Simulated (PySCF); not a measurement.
Atom-mapped SMILES (the numbers label the heavy atoms): `[CH2:1]=[P:2]([CH3:3])([CH3:4])[CH:5]1[CH2:6][CH2:7]1`; H(Xn) means a hydrogen on atom n. Ha(C6), Ha(C7) are cis to P2 on the ring; Hb(C6), Hb(C7) are trans to P2 on the ring.

All values are calculated (PySCF 2.14.0 with density-fitted response routines): GIAO PBE0/pcSseg-1 shieldings, coordinates at the GFN2-xTB level. Fast rotation and ring inversion assumed for equivalent nuclei, non-relativistic Hamiltonian, one computed conformer, isolated molecule.

References, each an isolated molecule treated in the same way: 13C (σref 186.93), 1H (σref 31.72) against TMS; H3PO4 for 31P (σref 318.38).

```csv
atoms,nucleus,count,Hirshfeld charge,δ (ppm)
H(C5),1H,1,0.05,?
H(C1),1H,2,0.01,?
Hb(C6)/Hb(C7),1H,2,0.05,0.47
Ha(C6)/Ha(C7),1H,2,0.04,0.25
C6/C7,13C,2,-0.09,1.0
P2,31P,1,0.38,-4.9
C3/C4,13C,2,-0.16,?
C5,13C,1,-0.10,14.4
C1,13C,1,-0.33,-9.9
H(C3)/H(C4),1H,6,0.05,1.37
```

Estimate the values marked ?.

## Answers


- C3/C4: 18.0 ppm, methyl carbon bonded to P
- H(C5): 0.72 ppm, hydrogen on a three-membered-ring carbon; cyclopropane-type protons are shielded by the ring
- H(C1): -0.55 ppm, hydrogen on a carbon double-bonded to a heavier main-group atom

Shifts are as computed. Against solution values, carbons near 30 ppm lie about +3 ppm off and those near 130 ppm about +5 ppm. Of 1211 compounds with measured shifts, 218 miss one by over three times the rms of a fit or turn the order of signals round; such compounds aren't used in these exercises. Experimental scales use liquid or dissolved standards, which lie at an offset from isolated H3PO4.
